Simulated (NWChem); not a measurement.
Correlation energy of CH4N

SMILES: C[NH]
```xyz
6

C      0.5953    -0.1823     0.0000
N     -0.7292     0.3692     0.0000
H      0.7756    -0.8336     0.8827
H      1.3596     0.6118     0.0000
H      0.7756    -0.8336    -0.8827
H     -1.3778    -0.4354     0.0000
```
Charge 0, spin multiplicity 2.

Program: NWChem. Structure: optimised with UB3LYP/def2-SVP, a minimum by its harmonic frequencies.

Basis set: def2-SVP. Each correlation energy counts from its own Hartree-Fock reference.

| method | correlation energy (mHa) |
|---|---|
| SCS-UMP2 | -285.8 |
| CCSD[T] on ROHF | -329.8 |
| UMP2 | -283.4 |
| CCSD[T] on UHF | -324.9 |
| CCSD(T) on ROHF | -329.5 |
| CCSD(T) on UHF | -324.6 |
| CCSD on ROHF | -321.8 |
| CCSD on UHF | -317.1 |

The values span 46.4 mHa, from CCSD[T] on ROHF (lowest) to UMP2 (highest). 

The correlated methods keep 2 core orbitals frozen. The structure started from a generated list of species. The unpaired electrons of the parent sit in orbitals of symmetry a" (Cs labels of the run); other states weren't searched. No SCF solution was tested for a lower state. Open-shell Hartree-Fock references start from PBE0 orbitals. No row is a measurement; the coupled-cluster row has its own basis-set and correlation limits.
